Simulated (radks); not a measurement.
Q: Nd34+, configuration [Ar] 3d8 (the NIST ground configuration). Method: scalar-relativistic Kohn-Sham, LDA (Slater exchange, VWN5 correlation), spin-polarised, spherical densities, finite nucleus; open shells are filled with parallel spins first (spin-orbit coupling, left out, can overturn this in heavy ions); Fermi nuclear charge, rms radius 4.9123 fm; computed with a radial shooting solver on a logarithmic mesh with Libxc functionals. Some entries of the table are withheld. Estimate them.

orbital,occ.,eigenvalue (eV),r(max) (bohr),<1/r> (bohr^-1)
1s up,1,-44821.40,0.01511,65.99
1s down,1,-44821.18,0.01511,65.99
2s up,1,-8446.054,0.08545,15.29
2s down,1,-8439.357,0.08542,15.30
2p up,3,-7712.254,0.06880,14.42
2p down,3,-7706.932,0.06878,14.43
3s up,1,-2828.582,0.2395,5.765
3s down,1,-2821.403,0.2397,5.757
3p up,3,(1),0.2334,5.474
3p down,3,(2),0.2335,5.465
3d up,5,-2293.577,0.1891,5.217
3d down,3,-2284.813,0.1893,5.210

A: 
(1) 3p up eigenvalue (eV): -2597.246
(2) 3p down eigenvalue (eV): -2589.961
